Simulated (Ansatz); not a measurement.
Relaxation of BF₂H₃S (7 atoms, charge 0, multiplicity 1), to a largest force component of 0.03 eV/Å in at most 50 steps.

These are results of RKS B3LYP/6-31G* in Ansatz 0.2.0, not measurements.

```xyz
7
Properties=species:S:1:pos:R:3:forces:R:3
B 0.063 0.293 -0.026 -0.08 0.14 -0.25
F -0.070 0.395 1.291 0.03 0.24 0.12
H 1.101 0.522 -0.561 -0.04 -0.04 0.06
F -1.030 0.037 -0.726 0.06 0.03 -0.01
S 0.305 -2.698 0.731 -0.15 0.34 0.43
H -0.955 -2.870 0.275 0.04 0.04 0.06
H -0.054 -1.708 1.618 0.14 -0.74 -0.41
```

Task: Where does it end, and by what steps?

Result: The run converged. The force dipped under the threshold on the way, but the program's further checks kept it going. After 15 steps the energy has fallen by 0.092 eV; H7 moved furthest, 0.80 Å.

```json
{"step": "0", "energy less start (eV)": "0.0000", "largest force component (eV/Å)": "0.743", "accepted": "yes"}
{"step": "1", "energy less start (eV)": "-0.0651", "largest force component (eV/Å)": "0.378", "accepted": "yes"}
{"step": "2", "energy less start (eV)": "0.0031", "largest force component (eV/Å)": "1.253", "accepted": "no"}
{"step": "3", "energy less start (eV)": "-0.0541", "largest force component (eV/Å)": "0.620", "accepted": "no"}
{"step": "4", "energy less start (eV)": "-0.0741", "largest force component (eV/Å)": "0.212", "accepted": "yes"}
{"step": "5", "energy less start (eV)": "-0.0809", "largest force component (eV/Å)": "0.193", "accepted": "yes"}
{"step": "6", "energy less start (eV)": "-0.0868", "largest force component (eV/Å)": "0.116", "accepted": "yes"}
{"step": "7", "energy less start (eV)": "-0.0877", "largest force component (eV/Å)": "0.099", "accepted": "yes"}
{"step": "8", "energy less start (eV)": "-0.0901", "largest force component (eV/Å)": "0.019", "accepted": "yes"}
{"step": "9", "energy less start (eV)": "-0.0734", "largest force component (eV/Å)": "0.815", "accepted": "no"}
{"step": "10", "energy less start (eV)": "-0.0907", "largest force component (eV/Å)": "0.121", "accepted": "yes"}
{"step": "11", "energy less start (eV)": "-0.0782", "largest force component (eV/Å)": "0.450", "accepted": "no"}
{"step": "12", "energy less start (eV)": "-0.0915", "largest force component (eV/Å)": "0.057", "accepted": "yes"}
{"step": "13", "energy less start (eV)": "-0.0920", "largest force component (eV/Å)": "0.028", "accepted": "yes"}
{"step": "14", "energy less start (eV)": "-0.0920", "largest force component (eV/Å)": "0.040", "accepted": "yes"}
{"step": "15", "energy less start (eV)": "-0.0921", "largest force component (eV/Å)": "0.023", "accepted": "yes"}
```

```xyz
7
Properties=species:S:1:pos:R:3
B 0.057 0.488 -0.110
F -0.050 0.821 1.166
H 1.113 0.494 -0.655
F -1.054 0.237 -0.784
S 0.324 -2.654 0.731
H -0.897 -3.001 0.275
H -0.133 -2.413 1.978
```

Time of the run: 37 s on 1 thread of Arm Neoverse V2 (shared host), peak memory 0.14 GiB.
